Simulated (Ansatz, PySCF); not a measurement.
Gas-phase reaction in SMILES: CB(C)F → [CH2-]B(C)F + H+
Geometries: B3LYP-D3(BJ)/def2-TZVP minima from Ansatz (a first-principles code), one conformer each, not searched for the lowest. Frequencies are from Ansatz or PySCF.
Geometry of the first species:
```xyz
10

B      0.0036    -0.0313     0.0561
F      0.0900    -0.6867     1.2245
C      1.3332     0.5048    -0.5708
C     -1.4178     0.1381    -0.5755
H      1.1845     1.3985    -1.1798
H      1.7247    -0.2658    -1.2476
H      2.1079     0.6957     0.1737
H     -1.8163     1.1115    -0.2611
H     -2.1274    -0.6204    -0.2413
H     -1.3937     0.1593    -1.6669
```
Charge 0, spin multiplicity 1.

Quantity: gas-phase deprotonation energy (enthalpy at 298 K, with B3LYP-D3(BJ) rigid-rotor harmonic-oscillator terms), in kcal/mol. Correlated levels leave the core frozen unless marked. Spin-orbit coupling is left out. Non-relativistic. Anions need diffuse functions: aug- sets have them; def2-D sets add few; the other sets have none. CBS(X,Y): correlation extrapolated as X^-3; Hartree-Fock from the larger set. The bracket is a focal-point correction in the basis named.

RI-MP2/CBS(aug-cc-pVTZ,aug-cc-pVQZ)+[CCSD(T)-MP2]/aug-cc-pVTZ (Ansatz) gives 372.7 kcal/mol.

**Question.** Another calculation gave 362.7 kcal/mol. Which level was it?
A) r2SCAN/def2-TZVPD (Ansatz)
B) SVWN5/def2-TZVPD (Ansatz)
C) BLYP/def2-TZVPD (Ansatz)
D) BHLYP/def2-TZVPD (Ansatz)

**Answer.** B, SVWN5/def2-TZVPD (Ansatz). The others give 373.9 (r2SCAN), 369.7 (BLYP), 377.1 (BHLYP) kcal/mol.
